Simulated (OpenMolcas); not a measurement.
A run on Sc+.

```json
{
 "Program": "OpenMolcas",
 "Method": "XMS-CASPT2, IPEA 0.1 Eh, no level shift (closed shells correlated: 3s 3p)",
 "Basis": "ANO-L-VDZP [5s4p2d1f]",
 "Scalar Hamiltonian": "non-relativistic, point nucleus",
 "Active space": "2 electrons in 5 orbitals (3d)",
 "State averaging": "2S+1 = 3 even, 10 roots; 2S+1 = 1 even, 15 roots kept (CI in the orbitals of an earlier block)",
 "Spin-orbit coupling": "state interaction with AMFI integrals over the reference wave functions, term energies averaged over their components"
}
```

First CASPT2 step and the start of its output:

```
&CASPT2
XMultistate=10 1 2 3 4 5 6 7 8 9 10
Frozen=2 3
IPEA=0.1
MaxIter=60
WThr=0.0 0.3 0.05
PrWF=0.5
NoMix
```

```
--- CASPT2 ---
Orbital specifications:
      -----------------------

      Symmetry species                           1   2
                                                ag  au
      Frozen orbitals                            2   3
      Inactive orbitals                          1   3
      Active orbitals                            5   0
      Secondary orbitals                         7  13
      Deleted orbitals                           0   0
      Number of basis functions                 15  19
Type of calculation                        XMS-CASPT2
      Fock operator                              state-average
      IPEA shift                                 0.10
      Real shift                                 0.00
      Imaginary shift                            0.00
      The input orbitals will be transformed to quasi-canonical
      The input states will be rotated to diagonalize the Fock operator
Reference energy:        -759.5046824002
      E2 (Non-variational):      -0.1387767777
      E2 (Variational):          -0.1387767737
      Total energy:            -759.6434591739
      Residual norm:              0.0000001993
      Reference weight:           0.73812
      Contributions to the CASPT2 correlation energy
      Active & Virtual Only:         -0.0203170056
      One Inactive Excited:          -0.0342966490
      Two Inactive Excited:          -0.0841631231
Reference energy:        -759.5046824002
      E2 (Non-variational):      -0.1392352339
      E2 (Variational):          -0.1392352257
      Total energy:            -759.6439176259
      Residual norm:              0.0000003573
      Reference weight:           0.76224
      Contributions to the CASPT2 correlation energy
      Active & Virtual Only:         -0.0196576839
...
```

Over all roots the printed reference weights run from 0.37 to 0.84, and roots that are degenerate in the reference spread by up to 460 cm-1.

Q: Did the run give usable levels, and if not, why?

A: No. The equations converged, but the reference weight falls to 0.37 for at least one root against 0.84 for the best. A drop of that size marks an intruder state, so the energies of such roots and the levels built on them can't be trusted.
